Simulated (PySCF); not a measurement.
**Assigning NMR signals**

Bonds (- single, = double, # triple, : aromatic): C1-C2 1.501 Å, C2=O3 1.207 Å, C2-C4 1.482 Å, C4:O5 1.332 Å, O5:C6 1.342 Å, C6-C7 1.455 Å, C7=O8 1.204 Å, C6:P9 1.738 Å, P9:C10 1.772 Å, C10-Cl11 1.701 Å, C10:C4 1.384 Å. C1 carries H12, H13, H14; C7 carries H15.

PySCF calculation with coordinates at the GFN2-xTB level and PBE0/pcSseg-1 with gauge-including orbitals; a single conformation, non-relativistic Hamiltonian, no solvent model, fast rotation and ring inversion assumed for equivalent nuclei.

δ = σ(ref) − σ, references computed at the same level: TMS for 13C, 1H.

(1) Assign these signals to the numbered atoms. 13C{1H} NMR (computed): δ 196.9, 192.0, 182.9, 164.2, 158.7, 31.3.

(2) Assign these signals to the numbered atoms. 1H NMR (400 MHz, computed): δ 9.98 (m, 1H), 2.74 (s, 3H).

Answers

(1) 
| δ (ppm) | atoms | environment | reason |
| --- | --- | --- | --- |
| 196.9 | C6 | substituted aromatic carbon next to the ring oxygen | – |
| 192.0 | C2 | ketone carbonyl carbon | low-lying n→π* states of the double bond to the heteroatom give a large paramagnetic term (-250 ppm) |
| 182.9 | C7 | aldehyde carbonyl carbon | low-lying n→π* states of the double bond to the heteroatom give a large paramagnetic term (-236 ppm) |
| 164.2 | C10 | aromatic carbon bearing chlorine | – |
| 158.7 | C4 | substituted aromatic carbon next to the ring oxygen | – |
| 31.3 | C1 | methyl carbon α to a carbonyl | the adjacent C=O deshields it moderately |

(2) 
```tsv
δ (ppm)	atoms	environment	reason
9.98	H15	hydrogen on an aldehyde carbonyl carbon	deshielded by the polar, anisotropic C=O bond
2.74	H12/H13/H14	hydrogen on a methyl carbon α to a carbonyl	α to C=O
```

Carbons that carry Cl, above all several Cl atoms, come out too deshielded, partly because spin–orbit coupling is missing. Splittings by 31P in the carbon and heteronuclear signals aren't shown, as no couplings were computed. Shifts are as computed. Against solution values, carbons near 30 ppm lie about +3 ppm off and those near 130 ppm about +5 ppm; carbons on Cl a further +6 ppm. Of 1211 compounds with measured shifts, 218 miss one by over three times the rms of a fit or turn the order of signals round; such compounds aren't used in these exercises. No couplings were computed; multiplicities are counted from neighbouring protons, with m where these are inequivalent, close in shift, in a saturated or five-membered ring or joined by F or P, and br s for small geminal =CH2 splittings.
